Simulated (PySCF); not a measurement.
Mo(S)(Cl)(OH)3 (ClH₃MoO₃S), SMILES [Cl][Mo]([OH])(=[S])([OH])[OH], multiplicity 1.

Coordinates come from a r2SCAN-D4/def2-SVP optimisation. A frequency run showed that this geometry is not a minimum. The spin state was assumed, not searched. The def2 effective core potentials stand for the cores of Mo; spin–orbit coupling is left out. Other conformers were not sampled.

Level of theory: TDA-PBE/def2-SVPD in PySCF.

Vertical excitations. Isolated molecule, no solvent. State labels are in the subgroup Cs.

| state | symmetry | energy (eV) | λ (nm) | f | main pairs |
|---|---|---|---|---|---|
| S1 | A' | 2.71 | 458 | 0.001 | HOMO→LUMO+1 98 % |
| S2 | A" | 2.74 | 452 | 0.000 | HOMO→LUMO 98 % |
| S3 | A" | 2.94 | 422 | 0.000 | HOMO−2→LUMO+1 99 % |
| S4 | A" | 2.98 | 416 | 0.000 | HOMO−1→LUMO 99 % |
| S5 | A' | 3.08 | 403 | 0.001 | HOMO−1→LUMO+1 86 % |
| S6 | A' | 3.27 | 379 | 0.018 | HOMO−2→LUMO 76 % |
| S7 | A' | 3.74 | 331 | 0.000 | HOMO−1→LUMO+2 63 %, HOMO→LUMO+2 32 % |
| S8 | A" | 3.80 | 326 | 0.000 | HOMO−2→LUMO+2 54 %, HOMO−3→LUMO+1 44 % |
| S9 | A" | 3.83 | 324 | 0.002 | HOMO−3→LUMO+1 51 %, HOMO−2→LUMO+2 42 % |
| S10 | A' | 3.89 | 318 | 0.000 | HOMO−3→LUMO 51 %, HOMO−1→LUMO+2 24 %, HOMO→LUMO+2 18 % |
| T1 | A" | 2.47 | 502 | 0 | HOMO→LUMO 97 % |
| T2 | A' | 2.55 | 487 | 0 | HOMO→LUMO+1 83 % |
| T3 | A' | 2.63 | 471 | 0 | HOMO−2→LUMO 77 %, HOMO→LUMO+1 15 % |
| T4 | A' | 2.80 | 442 | 0 | HOMO−1→LUMO+1 97 % |
Triplets are in the Tamm–Dancoff approximation.
